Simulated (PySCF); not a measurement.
C₄H₉NSi₂.
Cartesian coordinates in Å at the PBE0-D3(BJ)/def2-SVP level; atoms count from 1:
```xyz
16
C4H9NSi2 angstrom
C      2.4582   -2.2146   -0.1342
C      1.7445   -1.2354   -0.0818
C      0.8613   -0.0869   -0.0085
C     -0.0452    0.1043   -1.2492
Si    -1.4332    1.3038   -0.7828
N     -1.5312    0.9422    0.9225
Si    -0.2834   -0.1144    1.5244
H      3.0959   -3.0779   -0.1775
H      1.4800    0.8206    0.1252
H     -0.5045   -0.8612   -1.5198
H      0.5401    0.4313   -2.1238
H     -2.7075    1.0221   -1.5152
H     -1.0746    2.7332   -1.0584
H     -2.2687    1.3063    1.5154
H      0.4028    0.4239    2.7387
H     -0.7540   -1.5000    1.8340
```

Linear response at PBE0/def2-SVPD (PySCF, frozen core in the response, non-relativistic). Geometry: PBE0-D3(BJ)/def2-SVP, one conformer, isolated molecule.

Static isotropic polarisability: 103.64 au (15.36 Å³), principal values 82.2, 97.8, 130.9 au.

**Question.** What is the polarisability at 1064 nm and at the sodium D line?

**Answer.** 104.67 au at 1064 nm (+1.0 %), 107.09 au at 589.3 nm (+3.3 %). The rise at 589.3 nm is 3.37 times that at 1064 nm; a pure ω² law gives 3.26. The lowest singlet lies at 202 nm, shorter than both wavelengths.

**Question.** What is the isotropic C6 coefficient between two such molecules, C6 = (3/π)∫α(iω)² dω?

**Answer.** 3915 au (Eh·bohr⁶) by a ten-point quadrature over imaginary frequencies, which is 2340 eV·Å⁶ or 226 J·nm⁶/mol.

**Question.** Which effective excitation energy ω̄ makes London's formula C6 = (3/4)α²ω̄ exact here?

**Answer.** ω̄ = 4·C6/(3α²) = 0.486 Eh = 13.2 eV. A one-pole form α(ω) = α/(1 − ω²/ω̄²) fitted to the 1064 nm value gives 11.8 eV. London's choice of the ionisation energy (9.01 eV, ΔSCF at the same level) gives C6 = 2670 au, 32 % too low.

**Question.** What n − 1 at the D line would an ideal gas of it have at 273.15 K and 1 atm (2.6868 × 10¹⁹ cm⁻³), by n − 1 = 2π·N·α′?

**Answer.** 26.79 × 10⁻⁴, a formal value whether or not that pressure can be reached.

**Question.** What three-body coefficient follows from the one-pole estimate C9 = (3/4)·α·C6?

**Answer.** 304000 au. This is an estimate from the two numbers above, not a computed integral.

**Question.** How many electrons N does the Slater–Kirkwood formula C6 = (3/4)·√N·α^(3/2) need to give this C6?

**Answer.** N = (4·C6/3)²/α³ = 24.5; the species has 68 electrons in all.

**Question.** What does −C6/R⁶ come to at R = 12 Å between centres?

**Answer.** -76 J/mol. This is the leading, orientation-averaged term; C8 and higher terms are left out.

**Question.** How anisotropic is the static polarisability, by Δα² = ½[(α1 − α2)² + (α2 − α3)² + (α3 − α1)²]?

**Answer.** Δα = 43.0 au, or 0.41 of the isotropic value.
